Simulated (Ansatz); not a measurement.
The cluster Mo3, relaxed as a triplet with UKS r2SCAN-D4/def2-TZVP in Ansatz, starting from the r2SCAN-D4/def2-TZVP geometry of the neutral singlet. Force threshold 0.02 eV/Å.

In the def2 sets Mo takes a core potential; there is no spin–orbit coupling. The charge 0 triplet is spin-contaminated (final ⟨S²⟩ up to 2.92, 2.00 for a pure state). At r2SCAN-D4/def2-TZVP a quintet of charge 0 lies 0.20 eV below the triplet, each at its own geometry. The structure comes from a short search, and lower isomers may exist.

Start:

```xyz
3

Mo   -0.527   -0.869   -0.849
Mo   -0.029   -0.295    1.149
Mo    0.555    1.165   -0.300
```

```tsv
step	energy (eV)	largest force component (eV/Å)	SCF passes
1	-5567.0615	1.044	35
2	-5567.0984	0.090	45
3	-5567.0988	0.004	40
4	-5567.1047	0.203	58
5	-5567.1072	0.132	43
6	-5567.1101	0.115	46
7	-5567.1114	0.074	42
8	-5567.1119	0.028	39
9	-5567.1119	0.009	38
```

Force components are those of the run's own axes.

End:

Cartesian coordinates in Å:
```
Mo -0.534 -0.889 -0.827
Mo -0.053 -0.345 1.158
Mo 0.587 1.233 -0.332
```

By distances, no bond broke or formed. The bond that changes most is Mo2–Mo3, from 2.14 to 2.26 Å (atoms count from 1).

The force fell under the threshold at step 3, but the optimiser went on and released 0.013 eV more. No frequencies were taken in this run, so the end may be a saddle point.

Run time 33 s (4 threads of Intel Xeon Platinum 8259CL on a shared host).
